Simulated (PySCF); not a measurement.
Compound: C2H12Si4.
Cartesian coordinates in Å at the GFN2-xTB level; atoms count from 1:
```
atom  x, y, z in Å
Si1   -3.121   -0.071   -0.100
C2    -1.500   -0.854    0.501
Si3   -0.006   -0.667   -0.679
Si4    2.123   -1.029    0.243
C5     2.519    0.813   -0.189
Si6    0.876    1.484   -0.956
H7    -2.913    1.363   -0.323
H8    -4.176   -0.257    0.902
H9    -3.535   -0.709   -1.351
H10   -1.236   -0.421    1.466
H11   -1.670   -1.915    0.685
H12   -0.366   -1.435   -1.891
H13    2.272   -1.280    1.685
H14    3.089   -1.935   -0.393
H15    2.828    1.384    0.685
H16    3.351    0.891   -0.888
H17    0.351    2.610   -0.169
H18    1.103    2.035   -2.300
```

Computed, not measured: TDDFT wB97X-D/def2-SVPD, vertical, gas phase, core orbitals frozen in the response (PySCF).

Orbital energies (eV): HOMO-3 -10.74, HOMO-2 -10.16, HOMO-1 -9.50, HOMO -9.12, LUMO 0.79, LUMO+1 1.14, LUMO+2 1.78.

Computed singlets:

```
state  E (eV)       f
   S1    5.32  0.0019
   S2    5.82   0.034
   S3    6.02   0.110
   S4    6.38  0.0030
   S5    6.48  0.0014
   S6    6.85   0.047
   S7    6.96   0.108
   S8    7.10   0.119
```

Assign a leading configuration to S1, S2, S3, S4 and S5 and set E beside the orbital difference Δε.

| state | leading configuration | weight | Δε (eV) | E (eV) | E − Δε (eV) | f | other configurations |
| --- | --- | --- | --- | --- | --- | --- | --- |
| S1 | HOMO→LUMO | 0.91 | 9.91 | 5.32 | -4.59 | 0.0019 | – |
| S2 | HOMO-1→LUMO | 0.90 | 10.29 | 5.82 | -4.47 | 0.034 | – |
| S3 | HOMO→LUMO+1 | 0.82 | 10.26 | 6.02 | -4.24 | 0.110 | – |
| S4 | HOMO-2→LUMO | 0.86 | 10.95 | 6.38 | -4.57 | 0.0030 | – |
| S5 | HOMO-1→LUMO+1 | 0.88 | 10.64 | 6.48 | -4.16 | 0.0014 | – |

E − Δε runs from -4.59 to -4.16 eV. By orbital difference alone the order would be S1, S3, S2, S5, S4.

H and L stand for HOMO and LUMO. The other states: S6 6.85 eV, f 0.047, H-1→L+2 (38%), H→L+2 (31%), H-2→L+1 (15%); S7 6.96 eV, f 0.108, H→L+2 (46%), H-2→L+1 (21%), H-1→L+2 (12%); S8 7.10 eV, f 0.119, H-2→L+1 (49%), H-1→L+2 (32%).

Which computed triplets share their leading configuration (75% or more) with a singlet, and how far apart are the partners?

```json
{"configuration": "HOMO→LUMO", "triplet": "T1", "E(T) (eV)": "4.77", "singlet": "S1", "E(S) (eV)": "5.32", "E(S) − E(T) (eV)": "+0.55"}
{"configuration": "HOMO-1→LUMO", "triplet": "T2", "E(T) (eV)": "5.15", "singlet": "S2", "E(S) (eV)": "5.82", "E(S) − E(T) (eV)": "+0.66"}
{"configuration": "HOMO→LUMO+1", "triplet": "T3", "E(T) (eV)": "5.41", "singlet": "S3", "E(S) (eV)": "6.02", "E(S) − E(T) (eV)": "+0.61"}
```

The 3 triplets are Tamm–Dancoff values, the singlets full response.

Summed over the main configurations (up to three a state, each over 8%) of all 8 singlets, the electron leaves HOMO-1 with weight 2.60, HOMO with weight 2.50 and HOMO-2 with weight 1.71.

One conformer stands for the species.
